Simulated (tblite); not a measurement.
Species: C5H12NSi (doublet state).
Z-matrix (Å and degrees, GFN2-xTB geometry), rows numbered from 1:
```
C 
C   1  1.5058
Si  2  1.9526  1  109.65
N   3  1.6497  2  105.83  1   -75.26
C   3  1.9064  2   98.27  1   171.61
C   5  1.4911  3  119.97  2    96.12
C   5  1.4935  3  117.42  2   165.81
H   1  1.0915  2  110.32  3  -177.78
H   1  1.0863  2  110.67  3    62.32
H   1  1.0877  2  111.01  3   -58.02
H   2  1.0845  1  111.31  3  -119.16
H   2  1.0868  1  111.15  3   118.99
H   3  1.4761  2  105.97  1    61.97
H   4  1.0073  3  124.82  2   118.91
H   5  1.0823  3  114.80  2   -51.18
H   6  1.0776  5  117.79  7  -107.12
H   6  1.0811  5  118.51  7   108.60
H   7  1.0781  5  118.27  6   107.34
H   7  1.0810  5  118.29  6  -108.93
```

Computed with GFN2-xTB (tblite): harmonic, unscaled wavenumbers at the GFN2-xTB geometry, gas phase. Against measured fundamentals such values can be off by several per cent, at times by over 20. Modes of hydrogen on silicon can be 10 to 20 % off. One conformer, not necessarily the lowest. Open shells enter through the occupations alone, without spin polarisation, and single modes of such species can be off by tens of per cent.

Harmonic wavenumbers (cm⁻¹): 33.0, 63.5, 111.2, 159.2, 185.1, 229.4, 241.4, 282.9, 315.0, 342.6, 595.8, 610.8, 632.5, 662.7, 728.9, 785.5, 798.1, 836.5, 951.0, 974.6, 982.7, 996.3, 1010.9, 1058.0, 1069.2, 1090.1, 1098.7, 1103.7, 1151.1, 1179.6, 1222.6, 1240.3, 1340.2, 1405.6, 1435.2, 1456.9, 1479.5, 1489.0, 1501.2, 2148.7, 2977.5, 3009.5, 3028.7, 3034.1, 3044.6, 3051.2, 3064.8, 3072.6, 3106.3, 3119.9, 3462.7.

A = 4241, B = 1253, C = 1135 MHz; mass 114.074 u (most abundant isotopes); point group C1, symmetry number 1; spin multiplicity 2.

Question: What is the zero-point energy?

Answer: Half the sum of the wavenumbers: 34486 cm⁻¹ = 412.54 kJ/mol.

Question: Entropy at 400 K, 1 bar (ideal gas, RRHO, classical rotation)?

Answer: Translation 174.04, rotation 122.36, vibration 165.62, spin (R ln 2) 5.76: S = 467.8 J/(mol K).

Question: And Cp and H(400 K) − H(0)?

Answer: Cp = 199.41 J/(mol K), of which vibrations give 166.15 (their classical limit is 51 R = 424.0); H(400 K) − H(0) = 47.02 kJ/mol without the zero-point energy, 33.72 from vibrations.

Question: Which modes carry the vibrational entropy at 400 K?

Answer: 33.0 cm⁻¹: 26.04; 63.5 cm⁻¹: 20.61; 111.2 cm⁻¹: 15.99; 159.2 cm⁻¹: 13.06; 185.1 cm⁻¹: 11.85; 229.4 cm⁻¹: 10.14 J/(mol K); the other 45 give 67.93 together.

Question: How do the functions run with temperature in this model?

Answer: 
```json
{"T (K)": "150", "S (J/(mol K))": "330.6", "Cp (J/(mol K))": "98.4", "H − H(0) (kJ/mol)": "9.99", "G − H(0) (kJ/mol)": "-39.60", "ln q(vib)": "3.33"}
{"T (K)": "250", "S (J/(mol K))": "389.6", "Cp (J/(mol K))": "137.1", "H − H(0) (kJ/mol)": "21.71", "G − H(0) (kJ/mol)": "-75.70", "ln q(vib)": "5.96"}
{"T (K)": "298.15", "S (J/(mol K))": "415.5", "Cp (J/(mol K))": "157.6", "H − H(0) (kJ/mol)": "28.80", "G − H(0) (kJ/mol)": "-95.08", "ln q(vib)": "7.19"}
{"T (K)": "600", "S (J/(mol K))": "561.6", "Cp (J/(mol K))": "263.3", "H − H(0) (kJ/mol)": "93.71", "G − H(0) (kJ/mol)": "-243.23", "ln q(vib)": "14.79"}
{"T (K)": "900", "S (J/(mol K))": "680.9", "Cp (J/(mol K))": "324.3", "H − H(0) (kJ/mol)": "182.61", "G − H(0) (kJ/mol)": "-430.18", "ln q(vib)": "21.90"}
```

q(vib) and H(0) count from the zero-point level.

Question: What must be added to the electronic energy to get the Gibbs energy at 400 K and 1 bar?

Answer: ZPE + [H(400 K) − H(0)] − T·S = 412.54 + 47.02 − 187.11 = 272.45 kJ/mol.

Hindered rotation and anharmonicity are outside this model. Other conformers, if any are populated, would add a mixing term that is left out. The structure is chiral; the term R ln 2 for an equal mix with its mirror image is left out.
